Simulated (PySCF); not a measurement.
Orbital picture of SnB

PBE0 at R = 2.182 Å; basis Sn x2c-TZVPPall, B x2c-TZVPPall; spin-free X2C with a Gaussian nucleus; PySCF 2.14. State: ⁴Σ⁻ (quartet), unpaired electrons σ ↑, π ↑↑. Only the outer orbitals are listed, counted within each symmetry.

```csv
spin,orbital,occ.,ε (eV),on Sn (%),main shells (%)
α,11σ,1,-14.42,58,"53 Sn s, 36 B s"
α,12σ,1,-10.01,47,"49 B s, 36 Sn s, 10 Sn p"
α,13σ,1,-6.20,41,"51 B p, 36 Sn p, 8 B s"
α,6π,1,-6.06,57,"55 Sn p, 42 B p"
α,6π,1,-6.06,57,"55 Sn p, 42 B p"
α,7π,0,-1.85,49,"50 B p, 45 Sn p"
α,7π,0,-1.85,49,"50 B p, 45 Sn p"
α,14σ,0,1.31,79,"67 Sn p, 21 B p"
β,11σ,1,-12.59,63,"60 Sn s, 30 B s"
β,12σ,1,-8.05,55,"45 B s, 31 Sn s, 23 Sn p"
β,6π,0,-3.01,69,"68 Sn p, 30 B p"
β,6π,0,-3.01,69,"68 Sn p, 30 B p"
β,13σ,0,-2.35,32,"36 B p, 34 Sn p, 32 B s"
```

Task: Which are the highest filled and the lowest empty level, where do they sit, and how wide is the gap?

Result: Highest filled α 6π at -6.06 eV (in %: 55 Sn p, 42 B p); lowest empty β 6π at -3.01 eV (in %: 68 Sn p, 30 B p); the gap at PBE0 is 3.05 eV. Both belong to one degenerate shell, split only by its one-sided filling, so this is no excitation gap.

```json
{
 "bond order (Mayer)": "1.89",
 "⟨S²⟩": "3.753",
 "charge on Sn (Mulliken, basis-dependent)": "0.25",
 "charge on Sn (Löwdin, basis-dependent)": "0.46",
 "dipole moment (positive dipole means Sn(−)B(+))": "-1.41 D",
 "polarisability along the bond": "102.0 bohr³",
 "polarisability across the bond": "48.5 bohr³"
}
```

Spin–orbit coupling is left out. The state was picked by a PBE0 search and need not be the measured ground state.
